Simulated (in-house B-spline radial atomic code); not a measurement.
Successive ionisation energies of zinc; each step leads to the configuration of the next row (after the last: [Ne] 3s2 3p1/2(2) 3p3/2(1)). Dirac energy differences include first-order Breit, QED and recoil terms. NIST's values go from ground level to ground level; the uncertainty of those that are theory runs from under 0.1 % in few-electron ions to several per cent in heavy many-electron ones. Computed with an all-electron radial atomic-structure program (B-spline basis): Dirac-Hartree-Fock, jj configuration that fills j = l - 1/2 first, finite nuclei.

A number in brackets counts the electrons of a j subshell.

| ion | configuration | ionisation energy (eV) | tabulated value (eV) | tabulated kind | computed minus tabulated (eV) | highest orbital | largest mean radius (bohr) |
| --- | --- | --- | --- | --- | --- | --- | --- |
| Zn | [Ar] 3d10 4s2 | 7.8 | 9.394197 | measured | -1.6 | 4s1/2 | 2.8484 |
| Zn+ | [Ar] 3d10 4s1 | 16.8 | 17.96439 | measured | -1.1 | 4s1/2 | 2.5256 |
| Zn2+ | [Ar] 3d10 | 37.0 | 39.7233 | measured | -2.7 | 3d5/2 | 0.86563 |
| Zn3+ | [Ar] 3d3/2(4) 3d5/2(5) | 58.8 | 59.573 | measured | -0.8 | 3d5/2 | 0.81215 |
| Zn4+ | [Ar] 3d3/2(4) 3d5/2(4) | ? | ? | semi-empirical | ? | ? | ? |
| Zn5+ | [Ar] 3d3/2(4) 3d5/2(3) | 109.2 | 108 | semi-empirical | 1.2 | 3d5/2 | 0.73292 |
| Zn6+ | [Ar] 3d3/2(4) 3d5/2(2) | 137.6 | 133.9 | semi-empirical | 3.7 | 3d5/2 | 0.70176 |
| Zn7+ | [Ar] 3d3/2(4) 3d5/2(1) | 167.8 | 173.9 | semi-empirical | -6.1 | 3d5/2 | 0.67435 |
| Zn8+ | [Ar] 3d3/2(4) | 202.0 | 203 | semi-empirical | -1.0 | 3d3/2 | 0.65629 |
| Zn9+ | [Ar] 3d3/2(3) | 235.8 | 238 | tabulated theory | -2.2 | 3d3/2 | 0.64435 |
| Zn10+ | [Ar] 3d3/2(2) | ? | ? | semi-empirical | ? | ? | ? |
| Zn11+ | [Ar] 3d3/2(1) | 308.7 | 310.8 | semi-empirical | -2.1 | 3d3/2 | 0.62098 |
| Zn12+ | [Ne] 3s2 3p6 | 416.4 | 417.6 | semi-empirical | -1.2 | 3p3/2 | 0.60964 |
| Zn13+ | [Ne] 3s2 3p1/2(2) 3p3/2(3) | ? | ? | semi-empirical | ? | ? | ? |
| Zn14+ | [Ne] 3s2 3p1/2(2) 3p3/2(2) | 492.0 | 490.6 | semi-empirical | 1.4 | 3p3/2 | 0.59177 |

(1) Fill in the row of Zn4+.

(2) Fill in the row of Zn10+.

(3) Fill in the row of Zn13+.

(4) Where is the largest jump?

(5) How far is this level of theory from the measured and semi-empirical values?

Answers

(1) ionisation energy (eV): 82.9; tabulated value (eV): 82.6; computed minus tabulated (eV): 0.3; highest orbital: 3d5/2; largest mean radius (bohr): 0.76907.

(2) ionisation energy (eV): 271.4; tabulated value (eV): 274.4; computed minus tabulated (eV): -3.0; highest orbital: 3d3/2; largest mean radius (bohr): 0.63256.

(3) ionisation energy (eV): 453.7; tabulated value (eV): 453.4; computed minus tabulated (eV): 0.3; highest orbital: 3p3/2; largest mean radius (bohr): 0.59941.

(4) From Zn+ to Zn2+, by a factor of 2.20 (16.835 to 37.018 eV); the highest orbital goes from 4s1/2 to 3d5/2.

(5) Over those 14 rows the differences run from -6.11 to +3.66 eV (mean absolute value 1.9 eV). The calculation leaves out correlation and, in open shells, the multiplet splittings that an average leaves out.
